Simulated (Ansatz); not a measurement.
Q: Name a neutral molecule of F, N, O, Si and H with LUMO energy (B3LYP/def2-TZVPP) between -0.15 and 0.15 eV and size of the dipole moment (ωB97M-V/def2-TZVPP) between 3.70 and 4.00 D (Ansatz, PBE0-D4/def2-TZVP geometry).

A: `O[SiH](F)N[Si](O)(F)F` (0.02 eV, 3.81 D). Other molecules can fit too; these were computed, each in one conformer that needn't be the lowest.

B3LYP here is the variant with VWN-RPA as its local correlation; programs differ in this.
